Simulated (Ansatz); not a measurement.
Geometry optimisation, RKS PBE/def2-SVP (Ansatz).

input.yaml

```yaml
crystal:
  periodic: [false, false, false]
  atoms:
    - { symbol: C, position_ang: [-0.4847, 2.0101, -0.0506] }
    - { symbol: "N", position_ang: [-1.0587, 0.9507, 0.3786] }
    - { symbol: C, position_ang: [-0.488, -0.3456, 0.2657] }
    - { symbol: C, position_ang: [-1.0315, -1.3829, 0.7747] }
    - { symbol: Ge, position_ang: [1.2692, -0.6398, -0.5732] }
    - { symbol: H, position_ang: [-1.0697, 3.0011, 0.0626] }
    - { symbol: H, position_ang: [0.4547, 2.0791, -0.5533] }
    - { symbol: H, position_ang: [-1.41968, -0.31476, -0.2992] }
    - { symbol: H, position_ang: [-2.0671, -1.2495, 1.2939] }
    - { symbol: H, position_ang: [1.6414, -2.1355, -0.4831] }
    - { symbol: H, position_ang: [1.1938, -0.1664, -2.0113] }
    - { symbol: H, position_ang: [2.3636, 0.1958, 0.2154] }
basis:
  gaussian: { orbitals: def2-SVP }
hamiltonian:
  xc: pbe
relax:
  f_tol: 0.02
  max_steps: 50
```

Command:

```bash
$ ansatz run input.yaml --threads 2 --pin off --max-ram 3072MiB --backend cpu --events-out ev --progress --plain --runs-dir out
```

Q: Where does it end, and by what steps?

A: The forces met the threshold. After 21 steps the energy has fallen by 5.392 eV; H8 moved furthest, 2.09 Å. Parted: C3–H8. Joined: C4–H8.

| step | energy less start (eV) | largest force component (eV/Å) | accepted |
| --- | --- | --- | --- |
| 0 | 0.0000 | 6.752 | yes |
| 1 | -0.9552 | 1.947 | yes |
| 2 | -1.4001 | 1.155 | yes |
| 3 | -1.6216 | 1.184 | yes |
| 4 | -1.7959 | 0.739 | yes |
| 5 | -1.8667 | 0.408 | yes |
| 6 | -1.9127 | 0.372 | yes |
| 7 | -2.0619 | 0.884 | yes |
| 8 | -2.3361 | 1.838 | yes |
| 9 | -2.8181 | 2.947 | yes |
| 10 | -3.4602 | 3.459 | yes |
| 11 | -4.3112 | 1.727 | yes |
| 12 | -4.8436 | 1.663 | yes |
| 13 | -5.1874 | 1.572 | yes |
| 14 | -5.3151 | 0.746 | yes |
| 15 | -5.3390 | 0.693 | yes |
| 16 | -5.3793 | 0.278 | yes |
| 17 | -5.3836 | 0.206 | yes |
| 18 | -5.3884 | 0.185 | yes |
| 19 | -5.3908 | 0.097 | yes |
| 20 | -5.3915 | 0.028 | yes |
| 21 | -5.3917 | 0.006 | yes |

```xyz
12
Properties=species:S:1:pos:R:3
C -0.424 2.204 0.042
N -1.087 1.161 0.380
C -0.563 -0.124 0.168
C -1.316 -1.181 0.566
Ge 1.207 -0.472 -0.680
H -0.863 3.204 0.222
H 0.589 2.180 -0.432
H -0.978 -2.220 0.438
H -2.298 -0.999 1.035
H 1.398 -2.008 -0.728
H 1.269 0.097 -2.124
H 2.368 0.161 0.134
```

Whether the end is a true minimum wasn't checked by a vibrational analysis.

Time of the run: 66 s on 2 threads of Arm Neoverse V1, with other jobs on the host, peak memory 0.17 GiB.
